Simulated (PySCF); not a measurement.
Computed properties of CH₄AlIO, SMILES [CH3][Al]([OH])[I]

Al(I)(Me)(OH) (CH₄AlIO), SMILES [CH3][Al]([OH])[I]. Coordinates come from a B3LYP-D3(BJ)/def2-SVP optimisation. The def2 effective core potentials stand for the cores of I; spin–orbit coupling is left out. One conformer was computed; it need not be the lowest. All values are computed for the isolated molecule unless a solvent is named; none is compared with measurement here.

**Structure.** The optimised structure has Cs symmetry. All 18 harmonic modes at B3LYP-D3(BJ)/def2-SVP (PySCF) are real, so it is a minimum. With heavy atoms numbered as in [Al:1]([I:2])([CH3:3])[OH:7], the shortest bond between them is Al1–O7 at 1.700 Å and the longest Al1–I2 at 2.499 Å.

**Vibrations.** The strongest infrared lines (harmonic, unscaled, degenerate partners summed) lie at 570 cm⁻¹ (184 km/mol, H 80 %, O 15 %), 710 cm⁻¹ (178 km/mol, H 67 %, C 21 %, Al 11 %), 396 cm⁻¹ (141 km/mol, H 88 %, O 11 %). The softest mode is at 37 cm⁻¹ and the zero-point energy is 31.4 kcal/mol.

**Electronic structure.** CAM-B3LYP/def2-TZVP (PySCF) places the frontier levels at -8.88 and 0.32 eV, a gap of 9.20 eV, and gives a dipole moment of 0.75 D and a mean polarisability of 71.1 bohr³. PBE/def2-TZVP (PySCF) at the same geometry gives -6.48 and -1.36 eV, so its gap is 4.08 eV narrower. An orbital gap is neither the optical nor the fundamental gap.

**Excitations.** TDDFT-B3LYP/def2-SVPD (PySCF) has S1 at 5.44 eV (228 nm, f = 0.048, weak); the most intense of the 10 singlets computed lies at 6.59 eV (f = 0.21). T1 (TDA) is at 5.18 eV. TDDFT-PBE/def2-SVPD (PySCF) puts S1 at 5.07 eV. No vertical singlet excitation falls in the visible range (under 3.1 eV).
